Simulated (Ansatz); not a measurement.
Geometry optimisation, Ansatz 0.2.0, RKS PBE0-D4/STO-3G.

Input:

```yaml
crystal:
  periodic: [false, false, false]
  atoms:
    - { symbol: C, position_ang: [-0.3601, 0.95061, 0.12483] }
    - { symbol: C, position_ang: [-0.15294, -0.54605, 0.13131] }
    - { symbol: B, position_ang: [0.88997, -1.29005, -0.39217] }
    - { symbol: F, position_ang: [1.83662, -2.02789, -0.87523] }
    - { symbol: H, position_ang: [0.45631, 1.45631, -0.38334] }
    - { symbol: H, position_ang: [-1.29175, 1.2014, -0.38205] }
    - { symbol: H, position_ang: [-0.42054, 1.32896, 1.14523] }
    - { symbol: H, position_ang: [1.04411, -0.14059, -0.23767] }
basis:
  gaussian: { orbitals: STO-3G }
hamiltonian:
  xc: pbe0
  dispersion: d4
relax:
  f_tol: 0.02
  max_steps: 50
```

Run as:

```bash
$ ansatz run input.yaml --threads 1 --pin off --max-ram 2048MiB --backend cpu --events-out ev --progress --plain --runs-dir out
```

Where does it end, and by what steps?

It converged. Limits of this set-up: minimal basis. After 13 steps the energy has fallen by 3.268 eV; F4 moved furthest, 1.14 Å. Parted: B3–H8.

| step | energy less start (eV) | largest force component (eV/Å) | accepted |
| --- | --- | --- | --- |
| 0 | 0.0000 | 3.414 | yes |
| 1 | -0.9678 | 1.971 | yes |
| 2 | -1.4896 | 2.037 | yes |
| 3 | -1.8357 | 2.316 | yes |
| 4 | -2.4297 | 2.503 | yes |
| 5 | -2.7268 | 2.848 | yes |
| 6 | -3.1383 | 0.608 | yes |
| 7 | -3.2385 | 0.426 | yes |
| 8 | -3.2047 | 0.819 | no |
| 9 | -3.2561 | 0.372 | yes |
| 10 | -3.2603 | 0.584 | yes |
| 11 | -3.2675 | 0.119 | yes |
| 12 | -3.2678 | 0.023 | yes |
| 13 | -3.2678 | 0.006 | yes |

```xyz
8
Properties=species:S:1:pos:R:3
C -0.325 0.925 0.050
C 0.835 -0.064 0.025
B 0.819 -1.303 -0.550
F 0.813 -2.474 -1.091
H -0.057 1.871 -0.448
H -1.213 0.526 -0.457
H -0.618 1.174 1.083
H 1.748 0.279 0.520
```

Time of the run: 18 s on 1 thread of Arm Neoverse V1, on a shared host, peak memory 0.11 GiB.
